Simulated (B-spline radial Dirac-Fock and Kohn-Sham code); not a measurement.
**The L2-M45M45 Auger spectrum of Hf³⁴⁺**

System: the Hf³⁴⁺ ion, configuration [Kr] 4d2.

These are calculated numbers from a B-spline atomic structure program; the model is Dirac-Fock (average of configuration) total-energy differences with a finite nucleus, the Breit interaction including its frequency dependence, and self-energy and vacuum-polarisation corrections. The two-hole levels come from diagonalising the Coulomb interaction among the jj configurations; intensities are independent-particle Coulomb rates. Kinetic energies are from the vacuum level. Correlation energy is missing from these numbers. Open outer shells are spectators and are not coupled to the holes.

| kinetic energy (eV) | J | leading jj holes (weight) | leading LS term (weight) |
| --- | --- | --- | --- |
| 5817.6 | 0 | M4M4 (0.98) | ¹S0 (0.53) |
| 5841.3 | 2 | M4M4 (0.99) | ³F2 (0.58) |
| 5888.1 | 4 | M4M5 (0.99) | ¹G4 (0.88) |
| 5889.5 | 1 | M4M5 (1.00) | ³P1 (1.00) |
| 5893.9 | 2 | M4M5 (0.99) | ³P2 (0.52) |
| 5903.1 | 3 | M4M5 (1.00) | ³F3 (1.00) |
| 5930.2 | 0 | M5M5 (0.98) | ³P0 (0.53) |
| 5948.8 | 2 | M5M5 (1.00) | ¹D2 (0.49) |
| 5957.3 | 4 | M5M5 (0.99) | ³F4 (0.88) |

The intensity is shared as follows: 5888.1 eV 68.1 %, 5841.3 eV 16.8 %, 5903.1 eV 8.4 %, 5817.6 eV 2.2 %, 5948.8 eV 1.6 %, 5893.9 eV 1.3 %, 5889.5 eV 1.1 %, 5957.3 eV 0.2 %, 5930.2 eV 0.1 %.

The strongest line, by its leading LS label ¹G4, lies at 5888.1 eV. The mean weight of the leading component is 0.99 in jj and 0.71 in LS coupling, so jj labels describe these levels better.
